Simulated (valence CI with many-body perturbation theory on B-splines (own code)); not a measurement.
Energy levels of Gd13+

Calculated by relativistic CI+MBPT: five valence electrons over a frozen Dirac-Fock core [Kr] 4d10, a basis of 7 s, 7 p, 7 d, 7 f, 4 g, 2 h functions for each j, with the one-electron correlation potential Σ1, the two-electron term Σ2, the three-electron term Σ3, Breit, model QED; selected CI, second order for the rest, scaled by the run's own slope (own B-spline code, finite nucleus).

No measured spectrum was set against this ion. As an estimate, terms of the open shell hold to a few per cent of their energy, and close levels can change places; configurations with another count of f electrons can be misplaced by thousands of cm⁻¹. Among the levels kept, up to 1200 cm⁻¹ of a level comes from second order outside the variational space, and about a tenth of that is noise between levels of different J, which matters for small intervals. The lowest computed level is not the ground level that NIST lists (6H°5/2, for many ions itself from theory).

Levels 1 to 45 of 199, with energies above the lowest level, 4f3.5s2 4I°_9/2. "Leading %" is the weight of the configuration and term that name the level; weights of strongly mixed levels are sums over their largest components and can fall short. Lifetimes count E1, E2, E3, M1 and M2 decay at the calculated energies, and are blank where another channel may lead or the interval is too uncertain; long ones can be off by a factor of two.

| No. | Configuration | Term | J | E (cm⁻¹) | Leading % | g | Lifetime |
| --- | --- | --- | --- | --- | --- | --- | --- |
| 1 | 4f3.5s2 | 4I° | 9/2 | 0.0 | 92 | 0.736 |  |
| 2 | 4f3.5s2 | 4I° | 11/2 | 4762 | 96 | 0.966 | 224 ms |
| 3 | 4f3.5s2 | 4I° | 13/2 | 9573 | 97 | 1.105 | 188 ms |
| 4 | 4f3.5s2 | 4I° | 15/2 | 14355 | 95 | 1.195 | 287 ms |
| 5 | 4f3.5s2 | 4F° | 3/2 | 20585 | 87 | 0.457 |  |
| 6 | 4f3.5s2 | 2H° | 9/2 | 22307 | 57 | 1.001 | 51.0 ms |
| 7 | 4f3.5s2 | 4F° | 5/2 | 23407 | 93 | 1.032 | 1.14 s |
| 8 | 4f3.5s2 | 4S° | 3/2 | 25511 | 87 | 1.905 | 3.04 s |
| 9 | 4f3.5s2 | 4F° | 7/2 | 25525 | 82 | 1.184 | 1.36 s |
| 10 | 4f3.5s2 | 4F° | 9/2 | 28656 | 71 | 1.223 | 104 ms |
| 11 | 4f3.5s2 | 2H° | 11/2 | 30388 | 88 | 1.101 | 54.8 ms |
| 12 | 4f3.5s2 | 4G° | 5/2 | 31074 | 95 | 0.578 | 2.46 s |
| 13 | 4f3.5s2 | 2G° | 7/2 | 31724 | 45 | 0.967 | 142 ms |
| 14 | 4f3.5s2 | 2K° | 13/2 | 34808 | 95 | 0.936 | 54.2 ms |
| 15 | 4f3.5s2 | 4G° | 7/2 | 35876 | 55 | 0.958 | 132 ms |
| 16 | 4f3.5s2 | 4G° | 9/2 | 37169 | 79 | 1.150 | 83.1 ms |
| 17 | 4f4.5s | 6I | 7/2 | 37445 | 96 | 0.450 | 303 ms |
| 18 | 4f3.5s2 | 2D° | 3/2 | 38548 | 45 | 1.069 | 36.1 ms |
| 19 | 4f3.5s2 | 2K° | 15/2 | 39411 | 86 | 1.057 | 38.5 ms |
| 20 | 4f4.5s | 6I | 9/2 | 39476 | 96 | 0.830 | 285 ms |
| 21 | 4f3.5s2 | 2G° | 9/2 | 41121 | 62 | 1.132 | 44.7 ms |
| 22 | 4f3.5s2 | 4G° | 11/2 | 41580 | 85 | 1.249 | 143 ms |
| 23 | 4f4.5s | 6I | 11/2 | 41876 | 97 | 1.034 | 307 ms |
| 24 | 4f3.5s2 | 2P° | 1/2 | 42480 | 86 | 0.587 | 91.0 ms |
| 25 | 4f3.5s2 | 2D° | 5/2 | 44250 | 94 | 1.192 | 57.0 ms |
| 26 | 4f4.5s | 6I | 13/2 | 44531 | 97 | 1.156 | 289 ms |
| 27 | 4f4.5s | 6I | 15/2 | 47346 | 96 | 1.234 | 359 ms |
| 28 | 4f3.5s2 | 2P° | 3/2 | 50157 | 49 | 1.092 | 27.8 ms |
| 29 | 4f4.5s | 6I | 17/2 | 50257 | 95 | 1.288 | 362 ms |
| 30 | 4f3.5s2 | 4D° | 3/2 | 51050 | 73 | 1.105 | 322 ms |
| 31 | 4f3.5s2 | 4D° | 5/2 | 51071 | 69 | 1.305 | 112 ms |
| 32 | 4f3.5s2 | 2I° | 11/2 | 51996 | 78 | 0.959 | 100 ms |
| 33 | 4f3.5s2 | 4D° | 1/2 | 53120 | 86 | 0.074 | 266 ms |
| 34 | 4f3.5s2 | 2L° | 15/2 | 54038 | 88 | 0.952 | 57.0 ms |
| 35 | 4f3.5s2 | 2I° | 13/2 | 55567 | 96 | 1.073 | 91.9 ms |
| 36 | 4f3.5s2 | 4D° | 7/2 | 56790 | 95 | 1.421 | 226 ms |
| 37 | 4f3.5s2 | 2L° | 17/2 | 57090 | 98 | 1.058 | 134 ms |
| 38 | 4f4.5s | 4I | 9/2 | 57975 | 93 | 0.739 | 6.52 ms |
| 39 | 4f4.5s | 6F | 1/2 | 58491 | 95 | -0.637 | 74.6 ms |
| 40 | 4f4.5s | 6F | 3/2 | 58969 | 93 | 1.063 | 17.8 ms |
| 41 | 4f3.5s2 | 2H° | 9/2 | 59259 | 94 | 0.915 | 59.0 ms |
| 42 | 4f4.5s | 6F | 5/2 | 59907 | 92 | 1.312 | 9.44 ms |
| 43 | 4f4.5s | 6F | 7/2 | 61390 | 94 | 1.384 | 4.99 ms |
| 44 | 4f4.5s | 4I | 11/2 | 61637 | 90 | 0.958 | 15.5 ms |
| 45 | 4f3.5s2 | 2D° | 3/2 | 62001 | 74 | 0.898 | 37.6 ms |

Names give the largest LS component (configuration and term), which can be under half, so a name can repeat, a term be missing and a line seem to break the LS rules; names also repeat where a configuration has a term twice.

Where two levels of one J and parity lie close, their mixing, g and order are uncertain.

The ionisation energy to 4f3.5s 5I°_4 of the next ion comes out as 262.63 eV (NIST: 268 ± 14 eV (theoretical)). All 199 levels together are meant to be complete up to 131370 cm⁻¹.
